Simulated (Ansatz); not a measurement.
**Worked example: C2HF3Ge + SiH3 → C2HF2Ge + SiH3F**

Species: C2HF3Ge `C#[C][Ge]([F])([F])[F]`, singlet; SiH3 (silyl radical) `[SiH3]`, doublet; C2HF2Ge `C#[C][Ge]([F])[F]`, doublet; SiH3F `F[SiH3]`, singlet. A radical takes F: the energy is the difference in strength between the Ge–F bond broken and the Si–F bond made.

Shapes, held fixed at every level: PBE0-D4/def2-TZVP. Programs: Ansatz 0.2.0. The zero-point and thermal change to 298 K, harmonic and unscaled (PBE0-D4/def2-TZVP), is +5.2 kJ/mol.

At CCSD(T)/def2-TZVPP; 1 Eh = 2625.50 kJ/mol:

```
species   energy (Eh)
C2HF3Ge  -2451.567901
   SiH3   -290.783840
C2HF2Ge  -2351.731728
  SiH3F   -390.646953
```

Q: Work out ΔH(298 K) of the reaction at this level.

A: 
1. Products less reactants: (-2351.731728) + (-390.646953) − [(-2451.567901) + (-290.783840)] = -0.026940 Eh = -70.7 kJ/mol.
2. With the thermal change: -70.7 + (+5.2) = -65.5 kJ/mol.

Other levels give -87.6 (B3LYP-D4/def2-TZVPP) to -42.6 kJ/mol (MP2/def2-SVP). No measured value is set beside it here. Open shells run unrestricted. Relativity is left out for Ge. Outer-core shells of Ge are correlated in most correlated rows, in sets that cover them unevenly. The median of the other levels is -73.8 kJ/mol.
